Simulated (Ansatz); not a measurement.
Relaxation of BH9N2OSi (14 atoms, charge 0, multiplicity 1), to a largest force component of 0.03 eV/Å in at most 50 steps.

The calculation used Ansatz 0.2.0, RKS PBE/def2-SVP.

```xyz
14
Properties=species:S:1:pos:R:3:forces:R:3
B -0.001 0.452 -0.498 -0.06 0.22 -0.07
N -0.043 -0.033 2.212 0.12 0.44 0.03
H -0.783 0.021 2.928 0.04 0.00 -0.02
H 0.798 -0.358 2.713 -0.04 -0.01 -0.03
N 1.325 0.110 -0.832 -0.07 -0.05 0.01
H 1.582 -0.813 -1.172 0.00 0.01 0.03
H 2.107 0.752 -0.705 0.03 0.02 0.00
H -0.915 -0.327 -0.713 0.05 0.01 -0.01
O -0.252 1.766 -0.069 0.03 -0.14 -0.14
Si -1.718 2.543 0.182 -0.01 -0.02 0.03
H -2.872 1.723 -0.329 -0.01 0.00 0.00
H -1.901 2.790 1.660 0.01 0.00 -0.04
H -1.685 3.869 -0.521 0.00 0.01 0.00
H 0.161 0.956 1.950 -0.08 -0.51 0.22
```

Task: Where does it end, and by what steps?

Result: The run converged. The force dipped under the threshold on the way, but the program's further checks kept it going. After 32 steps the energy has fallen by 0.135 eV; H14 moved furthest, 1.31 Å.

```csv
step,energy less start (eV),largest force component (eV/Å),accepted
0,0.0000,0.507,yes
2,-0.0376,0.495,yes
4,-0.0226,0.522,no
6,-0.0677,0.109,yes
8,-0.0743,0.518,no
10,-0.0898,0.123,yes
12,-0.0947,0.518,no
14,-0.1093,0.155,yes
16,-0.1187,0.211,yes
18,-0.1241,0.186,no
20,-0.1277,0.114,yes
22,-0.1303,0.096,yes
24,-0.1315,0.225,yes
26,-0.1333,0.040,yes
28,-0.1322,0.259,no
30,-0.1345,0.091,yes
32,-0.1353,0.022,yes
```

```xyz
14
Properties=species:S:1:pos:R:3
B 0.090 0.452 -0.688
N -0.415 0.448 2.300
H -1.031 -0.349 2.511
H 0.487 0.033 2.025
N 1.435 0.087 -0.927
H 1.713 -0.862 -1.168
H 2.182 0.780 -1.001
H -0.759 -0.430 -0.673
O -0.229 1.779 -0.510
Si -1.551 2.455 0.289
H -2.650 1.468 0.569
H -1.127 3.176 1.536
H -2.096 3.496 -0.658
H -0.245 0.918 3.200
```

Whether the end is a true minimum wasn't checked by a vibrational analysis.

Run time: 53 s on 4 threads of Intel(R) Xeon(R) Platinum 8259CL CPU @ 2.50GHz (Skylake/Cascade Lake), with other jobs on the host, peak memory 0.18 GiB.
